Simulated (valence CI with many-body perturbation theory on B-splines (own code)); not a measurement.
Valence orbitals of Ho XVIII

Method: valence CI with perturbative core correlation (CI+MBPT): four valence electrons over a frozen Dirac-Fock core [Kr] 4d10, a basis of 7 s, 7 p, 7 d, 7 f, 4 g, 2 h functions for each j, with the one-electron correlation potential Σ1 (screened to all orders), the two-electron term Σ2, the three-electron term Σ3, Breit, model QED; selected single and double excitations, second order for the rest, scaled by the run's own slope (own B-spline code, finite nucleus).

No measured spectrum was set against this ion. As an estimate, terms of the open shell hold to a few per cent of their energy, and close levels can change places.

These are the spectroscopic orbitals of the CI (the correlating ones are not listed), shaped by the core and the other valence electrons. h is the expectation value of the core's Dirac-Fock operator, without the valence repulsion; Σ1 is computed up to l = 3 at one energy for each symmetry, that of its lowest orbital but kept below the first core excitation, so for empty shells it is not the orbital's own correlation shift; Breit and QED include the response of the core.

```
Orbital  h (hartree)  Σ1 (cm⁻¹)  Breit (cm⁻¹)  QED (cm⁻¹)  ⟨r⟩ (bohr)
  5s1/2      -16.794     -19279          1607        1405       1.012
  6s1/2      -10.134      -5685           695         602       1.696
  7s1/2      -6.8264      -2699           382         334       2.526
  5p1/2      -15.563     -18402          2436       -10.3       1.057
  6p1/2      -9.5339      -5740          1106        -4.7       1.765
  7p1/2      -6.4861      -2783           621        -2.6       2.622
  5p3/2       -15.04     -16684          1383         114       1.097
  6p3/2      -9.2857      -5426           639        52.5       1.814
  7p3/2      -6.3473      -2673           392        29.9       2.682
  5d3/2      -13.029     -12273           715       -78.7       1.197
  6d3/2      -8.2987      -4845           382       -40.9       1.952
  7d3/2      -5.7769      -2520           225       -23.8       2.877
  5d5/2      -12.924     -11801           389       -36.7       1.209
  6d5/2      -8.2471      -4699           209       -19.0       1.966
  7d5/2      -5.7472      -2453           125       -11.1       2.892
  4f5/2      -18.726     -27753          -350        -259      0.5822
  5f5/2      -10.594      -8844          -2.9       -59.7       1.348
  4f7/2      -18.662     -27248         -1034        -207      0.5858
  5f7/2      -10.573      -8784          -174       -45.7       1.351
  5g7/2      -8.8841                    -41.5        -6.0       1.449
  5g9/2      -8.8836                    -63.8        -3.8       1.449
```

Among the shells of the start configuration 4f4, Σ1 is largest in size for 4f5/2, where it is 0.68 % of h.

Lowest root of each symmetry, sizes in configuration state functions:

```tsv
J	Parity	Roots	Reference	Variational	Second order	Change by selected CI (cm⁻¹)	Change by second order (cm⁻¹)
0	even	7	35	10337	110983	-7006	-5
1	even	8	73	19781	231045	-6087	-5
2	even	19	123	29346	412573	-6280	-6
3	even	15	124	27706	612188	-6151	-12
4	even	23	132	28275	633667	-4983	-13
5	even	18	102	27347	633238	-4914	-11
6	even	16	82	26941	522510	-4897	-7
7	even	9	47	24118	209877	-4926	-3
8	even	8	29	17583	180486	-4988	-3
9	even	3	9	11975	105190	-5677	-5
10	even	3	3	8257	73646	-5712	-4
0	odd	2	47	6788	72843	-9530	-13
1	odd	8	133	22129	212420	-8102	-10
2	odd	13	195	31980	374439	-8141	-11
3	odd	14	223	31997	421388	-8061	-18
4	odd	14	215	31995	429714	-7505	-18
5	odd	12	181	31993	410073	-7635	-14
6	odd	8	134	28183	356906	-7614	-11
7	odd	6	87	22374	279116	-7618	-10
8	odd	4	48	15622	182170	-7650	-9
9	odd	1	21	7758	120772	-8175	-17
```
